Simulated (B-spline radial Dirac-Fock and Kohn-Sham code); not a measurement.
# Free-atom binding energies and absorption edges of Sc

The computed values come from an atomic code on a B-spline grid: Dirac-Fock (average of configuration) total-energy differences with a finite nucleus, the Breit interaction including its frequency dependence, and self-energy and vacuum-polarisation corrections. Electron correlation is not included.

Two models are given for 1s2 2s2 2p6 3s2 3p6 3d1 4s2. In the first the electron is removed to infinity. In the second it is placed in the 3d shell, so that the atom stays neutral; this mimics a hole screened by valence charge, or the onset of absorption below the ionisation limit. The tabulated edges (Elam, Ravel and Sieber, Radiat. Phys. Chem. 63, 121 (2002)) refer to the element in its standard state, with the Fermi level as zero for a metal.

```csv
level,ionised (eV),screened (eV),tabulated (eV),ionised − table,screened − table
1s,4500.0,4491.2,4492.0,+8.0,-0.8
2s,510.5,500.7,498.0,+12.5,+2.7
2p1/2,415.0,405.3,403.6,+11.4,+1.7
2p3/2,410.5,400.8,398.7,+11.8,+2.1
3s,66.90,58.43,51.10,+15.8,+7.3
3p1/2,39.77,31.93,28.30,+11.5,+3.6
3p3/2,39.27,31.46,28.30,+11.0,+3.2
```

The screened model lies closer: the mean absolute deviations are 11.7 eV (ionised) and 3.1 eV (screened). Screening lowers the levels by 8.9 eV on average.
